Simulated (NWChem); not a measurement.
System: BeHCl; SMILES [BeH][Cl]

```xyz
3

Be     0.0000     0.0000    -1.3001
H      0.0000     0.0000    -2.6355
Cl     0.0000     0.0000     0.5267
```
Atoms are numbered in this order, from 1.

Level: PBE-D3(BJ)/def2-SVP (NWChem), optimised geometry, unscaled harmonic frequencies. 

```
frequency (cm⁻¹)  IR intensity (km/mol)
----------------  ---------------------
490                               126.8
490                               126.8
787                                66.3
2158                              103.0
```

```yaml
zero_point_energy: 5.6 kcal/mol
thermal correction to the enthalpy at 298.15 K (with zero-point energy): 8.0 kcal/mol
heat capacity Cv: 8.2 cal/(mol K)
entropy at 298.15 K and 1 atm (symmetry number 1): 52.7 cal/(mol K)
dipole_moment: 0.26 D
```

Rigid rotor and harmonic oscillator.
